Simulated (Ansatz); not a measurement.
Cost and result up the ladder for SiH2Me(NHMe) (C₂H₉NSi) (13 atoms). Total charge 0; singlet. Geometry: PBE-D4/def2-SVP.

| atom | x (Å) | y (Å) | z (Å) |
| --- | --- | --- | --- |
| C1 | -0.960 | -1.210 | 1.561 |
| C2 | 0.748 | 0.915 | -1.820 |
| N3 | -0.102 | 0.197 | -0.886 |
| Si4 | 0.235 | 0.049 | 0.823 |
| H5 | 1.669 | -0.401 | 0.943 |
| H6 | 0.122 | 1.335 | 1.623 |
| H7 | -0.752 | -1.357 | 2.640 |
| H8 | -0.873 | -2.189 | 1.049 |
| H9 | -2.011 | -0.862 | 1.471 |
| H10 | -1.092 | 0.213 | -1.148 |
| H11 | 0.587 | 2.021 | -1.846 |
| H12 | 1.814 | 0.753 | -1.554 |
| H13 | 0.617 | 0.537 | -2.858 |

Ansatz on 2 threads of Arm Neoverse V1 on a shared host. Times are rough, and most runs start from the orbitals of an earlier one. ωB97X-V/def2-TZVP serves as the yardstick here, not as an exact answer. Differences are given only for rows in sets of like size (and for xTB, whose basis is part of the method), since another set adds its own error. Binding counts from free atoms at the same level (C triplet, N quartet, Si triplet, H doublet; other spins of the atoms weren't run), without zero-point energy or a counterpoise term.

Correlated methods freeze 8 core orbitals.

Correlated methods converge slowly with the basis.

| level | functions | wall time | binding energy per atom (eV) | difference from ωB97X-V/def2-TZVP (eV) |
| --- | --- | --- | --- | --- |
| HF/STO-3G | 33 | 0.15 s | 3.42 | – |
| PBE-D4/def2-SVP | 105 | 1.3 s | 3.73 | – |
| PBE0-D4/def2-SVP | 105 | 1.6 s | 3.69 | – |
| revPBE-D4/def2-TZVP | 184 | 2.3 s | 3.65 | -0.05 |
| PBE-D4/def2-TZVP (with forces) | 184 | 3 s | 3.72 | 0.02 |
| PBE0-D4/def2-TZVP | 184 | 3.1 s | 3.68 | -0.02 |
| r2SCAN-D4/def2-TZVP | 184 | 4.3 s | 3.68 | -0.02 |
| r2SCAN0-D4/def2-TZVP | 184 | 5 s | 3.64 | -0.06 |
| ωB97X-V/def2-TZVP | 184 | 10 s | 3.70 | 0.00 |
| CCSD(T)/def2-TZVP | 184 | 55 s | 3.55 | -0.15 |
